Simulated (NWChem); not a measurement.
A series in which one site is exchanged, each optimised at PBE0/def2-SVP with NWChem, gas phase unless a solvent is named. All stand in one matching conformer (torsions within 35°), which need not be the lowest. Some are not confirmed as minima by frequencies. def2 effective core potentials on Cd, Te; no spin-orbit coupling.

A: O[Te][SiH3] (SiH4TeO; site = Te)
B: [OH][Be][SiH3] (BeSiH$_{4}$O; site = Be)
C: [Cd]([OH])[SiH3] (CdSiH$_{4}$O; site = Cd)
D: [OH][Zn][SiH3] (ZnSiH4O; site = Zn)

Q: Rank them by dipole (D), PBE0/def2-SVP, lowest first.

A: D (1.46), C (1.52), A (1.67), B (2.47)
